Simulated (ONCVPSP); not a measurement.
An all-electron radial function and its pseudo partner (O)

Columns: radius, all-electron u(r) and pseudo u(r) of the 2s shell (level -39.66 eV) of oxygen in the configuration [He] 2s2 2p3; PBE, scalar-relativistic, ONCV scheme, ONCVPSP 4.0.1.

```json
{"r (bohr)": "0.075", "all-electron": "-0.4176", "pseudo": "0.0665"}
{"r (bohr)": "0.150", "all-electron": "-0.3860", "pseudo": "0.1421"}
{"r (bohr)": "0.225", "all-electron": "-0.1747", "pseudo": "0.2329"}
{"r (bohr)": "0.300", "all-electron": "0.0861", "pseudo": "0.3417"}
{"r (bohr)": "0.375", "all-electron": "0.3355", "pseudo": "0.4654"}
{"r (bohr)": "0.450", "all-electron": "0.5483", "pseudo": "0.5963"}
{"r (bohr)": "0.525", "all-electron": "0.7163", "pseudo": "0.7258"}
{"r (bohr)": "0.600", "all-electron": "0.8399", "pseudo": "0.8402"}
{"r (bohr)": "0.675", "all-electron": "0.9229", "pseudo": "0.9229"}
{"r (bohr)": "0.750", "all-electron": "0.9713", "pseudo": "0.9713"}
{"r (bohr)": "0.825", "all-electron": "0.9916", "pseudo": "0.9916"}
{"r (bohr)": "0.900", "all-electron": "0.9895", "pseudo": "0.9895"}
{"r (bohr)": "0.975", "all-electron": "0.9704", "pseudo": "0.9704"}
{"r (bohr)": "1.050", "all-electron": "0.9388", "pseudo": "0.9388"}
{"r (bohr)": "1.125", "all-electron": "0.8983", "pseudo": "0.8983"}
{"r (bohr)": "1.200", "all-electron": "0.8519", "pseudo": "0.8519"}
{"r (bohr)": "1.275", "all-electron": "0.8019", "pseudo": "0.8019"}
{"r (bohr)": "1.350", "all-electron": "0.7502", "pseudo": "0.7502"}
{"r (bohr)": "1.425", "all-electron": "0.6982", "pseudo": "0.6982"}
{"r (bohr)": "1.500", "all-electron": "0.6468", "pseudo": "0.6468"}
{"r (bohr)": "1.575", "all-electron": "0.5969", "pseudo": "0.5969"}
{"r (bohr)": "1.650", "all-electron": "0.5490", "pseudo": "0.5490"}
{"r (bohr)": "1.725", "all-electron": "0.5035", "pseudo": "0.5035"}
{"r (bohr)": "1.800", "all-electron": "0.4606", "pseudo": "0.4606"}
{"r (bohr)": "1.875", "all-electron": "0.4203", "pseudo": "0.4204"}
{"r (bohr)": "1.950", "all-electron": "0.3829", "pseudo": "0.3829"}
```

Task: How many radial nodes do the two functions have?

Result: The all-electron 2s function has n − l − 1 = 1; the pseudo-wave has 0, since the states of the same l below it are removed with the core.

Task: At about which radius was the pseudo-wave matched?

Result: 0.65 bohr, where the columns begin to agree (steps of 0.07 bohr).

Task: Where does each function peak?

Result: Outermost all-electron maximum near 0.82 bohr, pseudo maximum near 0.82 bohr (to the table’s step).

Task: Is the pseudo-wave norm-conserving?

Result: Yes: the ONCV scheme keeps the norm inside the radius equal to the all-electron one, which fixes the energy derivative of the logarithmic derivative at the level.
